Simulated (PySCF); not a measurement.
Choosing a molecule for a target property.

Species are written as SMILES; each is one conformer at its optimised geometry, gas phase, non-relativistic unless stated. Electronic properties by PySCF.

Dipoles, sizes and rotational constants follow the conformer. The torsions of the flexible species, by atom-mapped SMILES:
- `[CH3:1][CH2:2][c:3]1[cH:4][cH:5][cH:6][c:7](=[O:8])[o:9]1`: C1–C2–C3–C4 -109°
- `[CH3:1][O:2][C@:3]12[CH:4]=[CH:5][C@H:6]([CH:7]=[CH:8]1)[O:9]2`: C1–O2–C3–C4 -64°
- `[CH3:1][O:2][C@@H:3]1[CH2:4][C@:5]1([CH3:6])[C:7](=[O:8])[Cl:9]`: C1–O2–C3–C4 152°, C4–C5–C7–O8 -16°
- `[CH3:1][NH:2][Si:3]([SiH3:4])([SiH3:5])[CH2:6][C:7]#[N:8]`: C1–N2–Si3–Si4 46°, N2–Si3–C6–C7 -171°

Question: Wanted: HOMO energy above -6.9 eV (PBE0/pcSseg-1) and dipole moment above 3 D (PBE0/pcSseg-1), at GFN2-xTB geometries. Which candidate meets both?
A. `[SiH3][Si](NC)([SiH3])CC#N`
B. `CO[C@@H]1C[C@]1(C)C(=O)Cl`
C. `CO[C@]12C=C[C@H](C=C1)O2`
D. `CCc1cccc(=O)o1`

Answer: D. Computed values:
| species | HOMO energy | dipole moment |
| --- | --- | --- |
| CO[C@@H]1C[C@]1(C)C(=O)Cl | -7.61 eV | 3.75 D |
| [SiH3][Si](NC)([SiH3])CC#N | -6.99 eV | 5.21 D |
| CCc1cccc(=O)o1 | -6.81 eV | 4.89 D |
| CO[C@]12C=C[C@H](C=C1)O2 | -6.57 eV | 1.67 D |
